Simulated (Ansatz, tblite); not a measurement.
Isomers of Al2Si2 (singlet), found by a short tight-binding search and relaxed with PBE-D4/def2-TZVP in Ansatz.

The xTB rows come from tblite. Correlated methods freeze 20 core orbitals.

Run but left out: HF/def2-TZVPP, r2SCAN-D4/def2-TZVP (A: restricted singlet, unstable towards broken spin symmetry).

A: At CCSD(T)/def2-TZVPP T1 of the charge 0 singlet is large (up to 0.031), so the single-reference result is doubtful. At CCSD(T)/def2-TZVPP the restricted singlet (for correlated methods, its reference) is unstable: a solution with broken spin symmetry lies lower. B: The restricted singlet is unstable towards broken spin symmetry in Hartree–Fock (as tested in another run); at PBE-D4/def2-TZVP, BLYP-D4/def2-TZVP, B97M-V/def2-TZVP, PBE0-D4/def2-TZVP this wasn't settled. At CCSD(T)/def2-TZVPP T1 of the charge 0 singlet is large (up to 0.042), so the single-reference result is doubtful. At CCSD(T)/def2-TZVPP the restricted singlet (for correlated methods, its reference) is unstable: a solution with broken spin symmetry lies lower.

Other spin states were run for one of them alone.

For A, a triplet lies 0.32 eV below this singlet at PBE0-D4/def2-TZVP. The order below holds within this spin alone and isn't that of the ground states.

A:

```xyz
4

Al    0.473   -0.276    1.080
Al   -0.477    0.274   -1.078
Si    0.556   -1.958   -0.744
Si   -0.552    1.960    0.742
```

B:

```xyz
4

Al    1.9788   -1.2730    0.7435
Al   -0.0067    0.3046   -1.3785
Si   -0.3723   -0.5267    0.7627
Si   -1.5998    1.4951   -0.1277
```

Question: Estimate which lies lowest at each level, and how far above it the others are (kcal/mol).

Answer: 
```csv
level,A,B
GFN2-xTB,0.0,23.2
PBE-D4/def2-TZVP,0.0,0.2
BLYP-D4/def2-TZVP,3.9,0.0
B97M-V/def2-TZVP,0.0,4.3
PBE0-D4/def2-TZVP,0.0,1.2
MP2/def2-TZVPP,0.0,1.8
CCSD/def2-TZVPP,0.0,1.1
CCSD(T)/def2-TZVPP,0.0,1.1
```
Point groups (tolerance 0.1 Å): A D2h, B not assigned. Lower isomers may exist.
